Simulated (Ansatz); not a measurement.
System: sum formula H2PO2, net charge 0, doublet state. It need not be the lowest isomer of its formula. 
Coordinates optimised at B3LYP-D3(BJ)/def2-TZVP (Ansatz, a first-principles code):
```
P
O 1 1.6322
H 2 0.9675 1 113.79
O 1 1.6617 2 97.67 3 -33.44
H 4 0.9647 1 112.20 2 160.35
```
Charge 0, spin multiplicity 2.

Basis-set convergence of Hartree-Fock and MP2 correlation energies (hartree) with Ansatz. Correlated levels leave the core frozen unless marked. Open shells are spin-unrestricted. No spin-orbit coupling. No relativistic terms.

```
basis        functions       E(HF)  E(corr, MP2)
-----------  ---------  ----------  ------------
cc-pV(D+d)Z         61  -491.64737      -0.47123
cc-pV(T+d)Z        127           ?             ?
```

Task: Complete the blanks.

Result: 
- cc-pV(T+d)Z, E(HF): -491.72893
- cc-pV(T+d)Z, E(corr, MP2): -0.60768
